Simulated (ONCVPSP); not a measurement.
## Nb, ONCV: configuration errors across variants

niobium, optimised norm-conserving Vanderbilt (ONCV), made with ONCVPSP 4.0.1 (PBE, scalar-relativistic). Core [Ar] 3d10, reference 4s2 4p6 4d4 5s1. Waves: 4s+5s: rc 1.60 bohr, ncon 4, nbas 8, qcut 6.8 1/bohr, 2 projectors; 4p: rc 1.45 bohr, ncon 3, nbas 8, qcut 6.9 1/bohr, 1 projector; 4d: rc 2.00 bohr, ncon 5, nbas 9, qcut 7.6 1/bohr, 3 projectors, debl 2.2 Ha. Local part: polynomial inside 1.25 bohr (lpopt 5, dvloc0 -1 Ha). Core correction: Teter function, fcfact 2, rcfact 1.6.

All-electron excitation energies from the reference (eV): (1) 4s2 4p6 4d4 5s0 6.637; (2) 4s2 4p6 4d3 5s0 20.678; (3) 4s2 4p6 4d4.5 5s0.5 0.558.

2 further variants failed, have other tests or another functional or relativity, and are left out.

Errors AE − PS in meV (a dash: test not solved or not reliable):

| change | (1) | (2) | (3) | bound ghosts | GHOST(+) flags above zero |
| --- | --- | --- | --- | --- | --- |
| base | -1.9 | -0.7 | -1.3 | none | s |
| s: ncon 3, nbas 7 | -2.1 | -0.7 | -1.4 | none | s |
| s: qcut 7.2; p: qcut 7.4; d: qcut 8.1 | -1.9 | -0.7 | -1.3 | none | s |
| local potential polynomial inside 0.95 bohr (lpopt 5, dvloc0 0 Ha) | -2.0 | -0.7 | -1.3 | none | s |
| core correction none | -1.7 | -0.4 | -1.2 | none | s |
| all radii but the core radius scaled by about 1.09 (s 1.74, p 1.58, d 2.18 bohr); local potential polynomial inside 1.36 bohr (lpopt 5, dvloc0 -1 Ha) | -2.1 | -0.3 | -1.4 | none | s |
| d: nbas 8 | -2.0 | -0.7 | -1.3 | none | s |
| p: rc 0.98; local potential polynomial inside 0.98 bohr (lpopt 5, dvloc0 -1 Ha) | -1.9 | -0.8 | -1.3 | none | s |
| d: rc 2.94 | -0.7 | +0.8 | +0.1 | none | s |
| d: qcut 11.6 | -2.0 | -0.6 | -1.3 | none | s |

Question: Give the same row for: core correction Teter function, fcfact 2, rcfact 1.18.

Answer: -1.9, -0.4, -1.3; bound ghosts: none; GHOST(+) flags above zero: s.
